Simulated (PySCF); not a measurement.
This PySCF input asks for the NMR shieldings of `InChI=1S/C4H4O4S/c5-9(6,7)4-1-2-8-3-4/h1-3H,(H,5,6,7)`; the geometry comes from GFN2-xTB.

```python
import basis_set_exchange as bse
import numpy as np
from pyscf import gto, dft
from pyscf.prop import nmr

atoms = """
O     1.921282   -0.167827   -1.849855
S     1.608802    0.295828   -0.541580
O     1.973994    1.620625   -0.144947
O     2.271642   -0.708011    0.537440
C    -0.096849    0.012731   -0.227966
C    -0.906760    0.662428    0.734385
C    -2.137458    0.094841    0.609879
O    -2.129299   -0.846222   -0.349633
C    -0.895929   -0.894423   -0.856041
H     2.736381   -0.193223    1.199141
H    -0.598610    1.443579    1.396134
H    -3.062892    0.265897    1.122482
H    -0.688691   -1.585737   -1.647167
"""
names = dict.fromkeys(["O", "S", "C", "H"], "pcSseg-1")
basis = {el: gto.basis.parse(bse.get_basis(n, elements=[el], fmt="nwchem")) for el, n in names.items()}
mol = gto.M(atom=atoms, basis=basis, charge=0, verbose=0)
mf = dft.RKS(mol, xc="PBE0")
mf.grids.level = 2
mf.grids.alignment = dft.numint.BLKSIZE   # the property module wants whole blocks of grid points
mf.conv_tol = 1e-9
mf.kernel()

calc = nmr.RKS(mf)   # GIAO
C = mf.mo_coeff
Co = C[:, mf.mo_occ > 0]
resp = mf.gen_response(singlet=True, hermi=2)
def vind(x):   # induced exchange potential for any number of trial vectors
    d = np.einsum("pi,xij,qj->xpq", C, 2 * x.reshape(-1, C.shape[1], Co.shape[1]), Co, optimize=True)
    return np.einsum("xpq,pi,qj->xij", resp(d - d.transpose(0, 2, 1)), C, Co, optimize=True).ravel()
mo1, _ = nmr.rhf.solve_mo1(calc, with_cphf=vind)
sigma = calc.kernel(mo1)
for i, s in enumerate(sigma):   # ppm
    w = np.linalg.eigvalsh((s + s.T) / 2)
    print("%2d %-2s iso %8.1f  s11 %8.1f  s22 %8.1f  s33 %8.1f" % (i, mol.atom_pure_symbol(i), w.mean(), *w))
```

Q: Give the expected output.

A: 
```
 0 O  iso    102.1  s11     74.6  s22     95.9  s33    135.8
 1 S  iso    208.2  s11     49.2  s22    174.2  s33    401.4
 2 O  iso    102.0  s11     65.8  s22    103.3  s33    136.8
 3 O  iso    113.1  s11     19.3  s22     46.9  s33    273.0
 4 C  iso     50.2  s11     -8.9  s22     44.6  s33    114.8
 5 C  iso     70.6  s11    -14.7  s22     66.2  s33    160.2
 6 C  iso     38.6  s11    -36.3  s22     45.4  s33    106.8
 7 O  iso     28.7  s11   -121.7  s22    -56.0  s33    263.8
 8 C  iso     36.0  s11    -35.2  s22     31.4  s33    111.8
 9 H  iso     26.7  s11     22.0  s22     22.5  s33     35.6
10 H  iso     24.8  s11     22.3  s22     24.9  s33     27.2
11 H  iso     24.1  s11     21.0  s22     25.2  s33     26.2
12 H  iso     23.8  s11     20.4  s22     23.9  s33     27.0
```

These numbers come from an equivalent density-fitted implementation of the same equations, which agrees with the script to about 0.01 ppm for H and up to a few tenths of a ppm for heavy atoms, so last digits may differ.

Q: Turn these shieldings into chemical shifts. Scale: H2O for 17O (σref 336.08); CS2 for 33S (σref 503.73); 13C (σref 186.93), 1H (σref 31.72) against TMS (reference shieldings calculated alike).

A: Averaging equivalent atoms: O 7: 307.4; O 0/2: 234.0; O 3: 223.0; S 1: 295; C 8: 150.9; C 6: 148.3; C 4: 136.8; C 5: 116.4; H 12: 7.95; H 11: 7.59; H 10: 6.91; H 9: 5.01 ppm. Unscaled 17O shifts of doubly bonded oxygen tend to come out too high, by tens of ppm or more. Experimental scales use liquid or dissolved standards, which lie at an offset from isolated H2O (liquid H2O: subtract about 36 ppm).

Size and cost of the density-fitted run: 180 basis functions, 24 s wall time on 1 thread of an Arm Neoverse V1, shared host.
